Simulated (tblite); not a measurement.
Species: C4H8O2Si.
Bonds: C1–C2 (double), C2–O3, O3–Si4, Si4–C5, C5–C6, C5–O7 (double). Hydrogens: H8, H9 on C1; H10 on C2; H11, H12 on Si4; H13, H14, H15 on C6.

Computed with GFN2-xTB (tblite), gas phase: L-BFGS steps from a force-field or distance-geometry start until the largest atomic force falls under 0.01 eV/Å.

Step 14: E = -612.1657 eV
```
atom  x, y, z in Å  |  force x, y, z in eV/Å
C1      2.4860   -1.2544    1.3648    0.000  -0.033  -0.007
C2      1.7725   -0.1630    1.1668    0.005   0.008   0.019
O3      0.6526   -0.1099    0.4084    0.024  -0.003   0.003
Si4    -0.2227    1.2459    0.1668    0.006  -0.008   0.035
C5     -1.7062    0.8543   -0.9620   -0.006  -0.119  -0.052
C6     -1.9730   -0.5156   -1.5124   -0.035  -0.068  -0.042
O7     -2.4205    1.8007   -1.2037   -0.089   0.023  -0.051
H8      2.2304   -2.2023    0.9305   -0.049  -0.025  -0.040
H9      3.3604   -1.2068    1.9848    0.036  -0.061   0.003
H10     2.0592    0.7756    1.6208    0.015   0.059   0.024
H11    -0.7481    1.7384    1.4397    0.000   0.058   0.018
H12     0.5906    2.2615   -0.4979    0.015   0.070   0.003
H13    -2.0979   -1.2189   -0.6911    0.063   0.033   0.028
H14    -1.1204   -0.8435   -2.1048    0.038   0.032   0.066
H15    -2.8673   -0.5209   -2.1325   -0.024   0.033  -0.007
```

Step 15: E = -612.1677 eV
```
atom  x, y, z in Å  |  force x, y, z in eV/Å
C1      2.4845   -1.2578    1.3620   -0.013  -0.030  -0.005
C2      1.7745   -0.1628    1.1683   -0.011   0.015   0.008
O3      0.6532   -0.1048    0.4101    0.052   0.016   0.028
Si4    -0.2233    1.2502    0.1670    0.022   0.001   0.081
C5     -1.7027    0.8523   -0.9609   -0.028  -0.126  -0.057
C6     -1.9686   -0.5161   -1.5093   -0.044  -0.127  -0.070
O7     -2.4215    1.7937   -1.2062   -0.102   0.093  -0.045
H8      2.2229   -2.2041    0.9253   -0.037   0.003  -0.028
H9      3.3599   -1.2161    1.9821    0.016  -0.061  -0.014
H10     2.0644    0.7748    1.6244    0.006   0.032   0.010
H11    -0.7544    1.7491    1.4366    0.016   0.038   0.004
H12     0.5821    2.2707   -0.4986    0.033   0.067   0.000
H13    -2.0942   -1.2215   -0.6912    0.057   0.019   0.066
H14    -1.1190   -0.8465   -2.1023    0.079   0.029   0.043
H15    -2.8624   -0.5200   -2.1292   -0.047   0.031  -0.019
```

Q: Estimate the geometry and energy of step 16. (The exact step hangs on the optimiser's Hessian estimate; all steps are aligned on step 15, rigid shifts and turns removed.)

A: E = -612.1703 eV, largest force 0.173 eV/Å
```
atom  x, y, z in Å  |  force x, y, z in eV/Å
C1      2.4823   -1.2628    1.3581   -0.027  -0.016   0.000
C2      1.7775   -0.1624    1.1707   -0.014   0.017   0.000
O3      0.6548   -0.0976    0.4129    0.070   0.046   0.051
Si4    -0.2240    1.2562    0.1683    0.025   0.017   0.091
C5     -1.6992    0.8484   -0.9606   -0.055  -0.077  -0.045
C6     -1.9635   -0.5189   -1.5062   -0.039  -0.149  -0.078
O7     -2.4238    1.7847   -1.2100   -0.081   0.120  -0.029
H8      2.2121   -2.2064    0.9177   -0.021   0.042  -0.011
H9      3.3594   -1.2299    1.9782   -0.015  -0.061  -0.038
H10     2.0716    0.7741    1.6294   -0.003  -0.012  -0.009
H11    -0.7627    1.7644    1.4326    0.034   0.010  -0.010
H12     0.5713    2.2844   -0.4996    0.041   0.043   0.007
H13    -2.0880   -1.2247   -0.6900    0.040  -0.003   0.099
H14    -1.1153   -0.8500   -2.0982    0.115   0.017   0.006
H15    -2.8568   -0.5183   -2.1253   -0.069   0.008  -0.036
```

The energy changes by -0.0026 eV. The first-order estimate −F·Δx gives -0.0034 eV and the mean of the old and new forces, exact on a quadratic surface, -0.0025 eV. The step makes an angle of 75° with the force vector and moves no atom by more than 0.018 Å.

The cost below is that of the whole relaxation. On an Intel Xeon at 2.50 GHz with one thread, no GPU (shared host), this took 0.54 s.
